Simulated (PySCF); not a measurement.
The dipole of `ClC[SiH2]C(=O)CC(C)C` from its density and from atomic charges.

Coordinates (GFN2-xTB, Å) and charges (e) from the PBE0/pcSseg-1 density (PySCF):

```tsv
atom	x	y	z	Mulliken	IAO	Hirshfeld	ESP-fitted
C1	1.936	-0.206	1.264	-0.2198	-0.4193	-0.1210	-0.6815
C2	1.706	0.626	0.005	-0.3721	-0.0894	-0.0182	+0.6336
C3	2.957	0.637	-0.869	-0.2010	-0.4170	-0.1174	-0.6375
C4	0.513	0.072	-0.778	-0.2002	-0.3117	-0.0790	-0.5179
C5	-0.823	0.296	-0.115	-0.0141	+0.1481	+0.0895	+0.4983
O6	-0.994	1.096	0.777	-0.3512	-0.3945	-0.2047	-0.4795
Si7	-2.292	-0.768	-0.778	+0.6580	+0.6971	+0.3232	+0.3675
C8	-3.829	-0.212	0.196	-0.4905	-0.5217	-0.1237	-0.4289
Cl9	-5.243	-1.165	-0.339	-0.1713	-0.1044	-0.0771	-0.1302
H10	2.771	0.192	1.835	+0.1163	+0.1408	+0.0424	+0.1611
H11	2.160	-1.239	1.003	+0.0992	+0.1291	+0.0352	+0.1580
H12	1.051	-0.189	1.895	+0.1270	+0.1451	+0.0336	+0.1705
H13	1.466	1.651	0.302	+0.1333	+0.1423	+0.0344	-0.0334
H14	3.803	1.029	-0.311	+0.1163	+0.1413	+0.0423	+0.1486
H15	2.811	1.258	-1.750	+0.1110	+0.1361	+0.0392	+0.1398
H16	3.200	-0.373	-1.195	+0.1016	+0.1325	+0.0371	+0.1595
H17	0.632	-0.998	-0.964	+0.1340	+0.1408	+0.0454	+0.1152
H18	0.442	0.558	-1.756	+0.1559	+0.1587	+0.0534	+0.1270
H19	-2.464	-0.525	-2.211	-0.0540	-0.1060	-0.0691	-0.0855
H20	-2.006	-2.180	-0.520	-0.0506	-0.1059	-0.0690	-0.0810
H21	-3.730	-0.375	1.267	+0.1865	+0.1794	+0.0519	+0.1971
H22	-4.078	0.835	0.034	+0.1857	+0.1786	+0.0517	+0.1992
```

**Question.** Compute μ = Σ q r for each scheme (1 e·Å = 4.803 D) and compare with the dipole of the full density.

**Answer.** The full density gives (2.37, -0.19, -1.06) D, 2.61 D in size; dipole vectors point from the negative to the positive end.

```tsv
scheme	μx	μy	μz	size (D)	share of the full size (%)	angle to the full dipole (°)
Mulliken	3.61	-2.05	-2.61	4.90	188	24
IAO	2.26	-1.40	-2.33	3.53	135	29
Hirshfeld	1.15	-0.52	-1.10	1.67	64	24
ESP-fitted	2.41	-0.18	-1.04	2.63	101	1
```

**Question.** Which set comes closest?

**Answer.** Length of the difference vector: ESP-fitted 0.04 D, Hirshfeld 1.27 D, IAO 1.76 D, Mulliken 2.72 D. Closest: ESP-fitted. 

**Question.** What is left for the Hirshfeld atoms' own dipoles?

**Answer.** The shares of the density sum to the whole, so what Σ q r misses lies in dipoles about the nuclei. The atomic dipoles sum to (2.37, -0.19, -1.06) − (1.15, -0.52, -1.10) = (1.22, 0.33, 0.04) D, 1.27 D in size.

**Question.** With the origin at the mean of the coordinates, (0.000, 0.001, -0.137) Å, which are the largest single terms, by size, of the Hirshfeld dipole along the direction of the full one?

**Answer.** Si7 -2.75, C8 +2.14, Cl9 +1.71, C3 -1.66, O6 +1.33 D; all 22 atoms together +1.53 D. The single terms depend on the origin, their sum doesn't.

**Question.** Give the size of the full dipole in other units.

**Answer.** 2.61 D = 1.026 au = 0.543 e·Å = 8.69 × 10⁻³⁰ C·m.

Isolated species at its GFN2-xTB geometry (one conformer only).

Conformer computed: `[CH3:1][CH:2]([CH3:3])[CH2:4][C:5](=[O:6])[SiH2:7][CH2:8][Cl:9]`: C1–C2–C4–C5 70°, C2–C4–C5–O6 17°, C4–C5–Si7–C8 -178°, C5–Si7–C8–Cl9 -179°.
